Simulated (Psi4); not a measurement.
CuF2 (SMILES [F][Cu][F]), doublet, at a GFN2-xTB geometry (such geometries of metal compounds can be far from the true shape), atoms displaced at random by about 0.002 Å a coordinate; HF/STO-3G run with Psi4 1.11.

Psi4 was given this input:
```
memory 2 GB

molecule {
0 2
  Cu    0.00040496   -0.00300473   -0.00259405
  F    -0.00120791   -0.00372204    1.69948922
  F     0.00278624   -0.00284571   -1.70518857
}

set basis sto-3g
set reference uhf

energy('scf')
print_variables()
```

Question: What does Psi4 print? Leave out banner, timings and long lists.

Answer: 
```
   => Loading Basis Set <=

    Name: STO-3G
    Role: ORBITAL
    Keyword: BASIS

         ---------------------------------------------------------
                                   SCF
               by Justin Turney, Rob Parrish, Andy Simmonett
                          and Daniel G. A. Smith
                              UHF Reference
         ---------------------------------------------------------

  ==> Geometry <==

    Molecular point group: cs
    Full point group: Cs

    Geometry (in Angstrom), charge = 0, multiplicity = 2:

       Center              X                  Y                   Z               Mass
    ------------   -----------------  -----------------  -----------------  -----------------
         CU           0.000178792631     0.000096237824     0.000000000000    62.929597720000
         F            0.001061258936     1.702180194376     0.000000000000    18.998403162730
         F           -0.001653484939    -1.702498968934     0.000000000000    18.998403162730

  Running in cs symmetry.

  Rotational constants: A = 3157604.66401  B =      0.15309  C =      0.15309 [cm^-1]
  Rotational constants: A = 94662606361.53806  B =   4589.62738  C =   4589.62716 [MHz]
  Nuclear repulsion =  174.854702959104628

  Charge       = 0
  Multiplicity = 2
  Electrons    = 47
  Nalpha       = 24
  Nbeta        = 23

  ==> Algorithm <==

  SCF Algorithm Type is DF.
  DIIS enabled.
  MOM disabled.
  Fractional occupation disabled.
  Guess Type is SAD.
  Energy threshold   = 1.00e-06
  Density threshold  = 1.00e-06
  Integral threshold = 1.00e-12

  ==> Primary Basis <==

  Basis Set: STO-3G
    Blend: STO-3G
    Number of shells: 14
    Number of basis functions: 28
    Number of Cartesian functions: 29
    Spherical Harmonics?: true
    Max angular momentum: 2

   => Loading Basis Set <=

    Name: (STO-3G AUX)
    Role: JKFIT
    Keyword: DF_BASIS_SCF

  ==> Integral Setup <==

  SCF_SUBTYPE=INCORE selected. In-core MEM_DF algorithm will be used.
  Using in-core AOs.

  ==> MemDFJK: Density-Fitted J/K Matrices <==

    J tasked:                   Yes
    K tasked:                   Yes
    wK tasked:                   No
    Algorithm:                 Core
    Schwarz Cutoff:           1E-12
    Mask sparsity (%):       2.8061
    Fitting Condition:        1E-10

   => Auxiliary Basis Set <=

  Basis Set: (STO-3G AUX)
    Blend: DEF2-UNIVERSAL-JKFIT
    Number of shells: 108
    Number of basis functions: 418
[...]
   @DF-UHF iter  60: -1816.38012976183700   -9.91031e-09   2.29265e-06 DIIS
   @DF-UHF iter  61: -1816.38012976453092   -2.69392e-09   6.30429e-07 DIIS
  Energy and wave function converged.

  ==> Post-Iterations <==

   @Spin Contamination Metric:   2.356816561E-02
   @S^2 Expected:                7.500000000E-01
   @S^2 Observed:                7.735681656E-01
   @S   Expected:                5.000000000E-01
   @S   Observed:                5.000000000E-01

    Orbital Energies [Eh]
    ---------------------

    Alpha Occupied:

[...]
    Alpha Virtual:

[...]
      21Ap     0.500048

    Beta Occupied:

[...]
    Beta Virtual:

[...]
    Final Occupation by Irrep:
             Ap   App
    DOCC [    18,    5 ]
    SOCC [     0,    1 ]
    NA   [    18,    6 ]
    NB   [    18,    5 ]

  @DF-UHF Final Energy: -1816.38012976453092

   => Energetics <=

    Nuclear Repulsion Energy =            174.8547029591046282
    One-Electron Energy =               -2881.1033971265760556
    Two-Electron Energy =                 889.8685644029404784
    Total Energy =                      -1816.3801297645309205

  UHF NO Occupations:
  HONO-2 :   17 Ap 1.9999225
  HONO-1 :   18 Ap 1.9882552
  HONO-0 :    6App 1.0000000
  LUNO+0 :   19 Ap 0.0117448
  LUNO+1 :   20 Ap 0.0000775
  LUNO+2 :    7App 0.0000269
  LUNO+3 :   21 Ap 0.0000038

Computation Completed

Properties will be evaluated at   0.000000,   0.000000,   0.000000 [a0]

Properties computed using the SCF density matrix

 Multipole Moments:

 ------------------------------------------------------------------------------------
     Multipole            Electronic (a.u.)      Nuclear  (a.u.)        Total (a.u.)
 ------------------------------------------------------------------------------------

 L = 1.  Multiply by 2.5417464519 to convert [e a0] to [Debye]
 Dipole X            :         -0.0001693           -0.0002741           -0.0004434
 Dipole Y            :          0.0005008           -0.0001475            0.0003533
 Dipole Z            :          0.0000000            0.0000000            0.0000000
 Magnitude           :                                                    0.0005669

 ------------------------------------------------------------------------------------

  Variable Map:
  ----------------------------------------------------------------------------
[...]
  Array Variable Map:
  ----------------------------------------------------------------------------
[...]
[...]
```
